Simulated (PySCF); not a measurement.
N²⁺: excitation energy

N²⁺ [He] 2s2 2p1 (2P) → N²⁺ [He] 2s2 3s1 (2S), as a difference of total energies. All numbers are calculated (PySCF 2.14, the non-relativistic Hamiltonian (point nucleus), in aug-cc-pwCVDZ (5s4p2d, 27 functions)). Correlated levels: valence: 1s2 frozen; valence and next inner shell: nothing frozen. The calculations carry no spin-orbit coupling.

```
                                method  excitation energy (eV)
                                   UHF                  27.799
                                   LDA                  27.809
                                   PBE                  27.968
                                  PBE0                  28.037
                                r2SCAN                  28.479
                                 M06-L                  28.933
                             CAM-B3LYP                  28.134
                                M06-2X                  27.490
                               r2SCANh                  28.448
                         MP2 (valence)                  27.471
                     SCS-MP2 (valence)                  27.430
    MP2 (valence and next inner shell)                  27.478
SCS-MP2 (valence and next inner shell)                  27.428
```

Task: How much does correlation contribute at MP2 (valence and next inner shell)?

Result: 27.478 − (27.799) = -0.321 eV, measured against UHF.

A first-order spin-orbit estimate (lowest level to lowest level, LS coupling) adds 0.013 eV.

The promoted electron is Rydberg-like, and one or two diffuse shells describe it only roughly, which tends to raise the upper state.
